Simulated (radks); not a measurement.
Results of a calculation; reference values are marked as such.
Species: Mo3+. Configuration: [Kr] 4d3 (the NIST ground configuration).

Code: a radial shooting solver on a logarithmic mesh with Libxc functionals. Model: scalar-relativistic Kohn-Sham, r2SCAN, spin-unpolarised, spherical densities, finite nucleus; meta-GGA in the generalised Kohn-Sham scheme; Fermi nuclear charge, rms radius 4.4091 fm.

Energy parts (hartree):
part                       energy
total                 -4047.34904
kinetic                4173.34423
electron-nucleus      -9707.45032
Hartree                1609.72952
exchange-correlation   -122.97247

Orbitals (lengths in bohr, moments of r in powers of bohr; <r^-3> diverges for s and p1/2; r(max) is where P^2 peaks):
| orbital | occ. | eigenvalue (hartree) | <r^4> | <r^2> | r(max) | <r^-3> |
|---|---|---|---|---|---|---|
| 1s | 2 | -731.2661 | 7.224e-06 | 0.001670 | 0.02287 | - |
| 2s | 2 | -104.7708 | 0.001335 | 0.02782 | 0.1295 | - |
| 2p | 6 | -93.69770 | 0.0009591 | 0.02193 | 0.1036 | 2552 |
| 3s | 2 | -19.03191 | 0.06807 | 0.2096 | 0.3830 | - |
| 3p | 6 | -15.36733 | 0.07545 | 0.2150 | 0.3768 | 425.8 |
| 3d | 10 | -9.42458 | 0.08336 | 0.2072 | 0.3234 | 56.29 |
| 4s | 2 | -3.60625 | 2.808 | 1.369 | 0.9877 | - |
| 4p | 6 | -2.61325 | 4.376 | 1.679 | 1.066 | 61.73 |
| 4d | 3 | -1.19963 | 15.71 | 3.003 | 1.306 | 5.029 |

The highest occupied level is 4d at -32.644 eV. Summed over all electrons, <r^2> = 25.79 bohr^2, which gives a Langevin (diamagnetic) susceptibility term of -20.4 x 10^-6 cm^3/mol. The electron density at the nucleus is 9.262e+04 e/bohr^3 (large components only). For comparison, the ionisation energy in NIST's Atomic Spectra Database is 40.3 eV (semi-empirical). In exact Kohn-Sham theory the highest level is minus the ionisation energy, but local and semilocal functionals leave it too shallow, through self-interaction and a potential that decays too fast; potentials with the right tail come closer. The density falls to 0.001 e/bohr^3 at r = 3.28 bohr.

Beside tabulated values, note that spin-unpolarised runs miss the spin-polarisation part of the exchange energy of open shells.
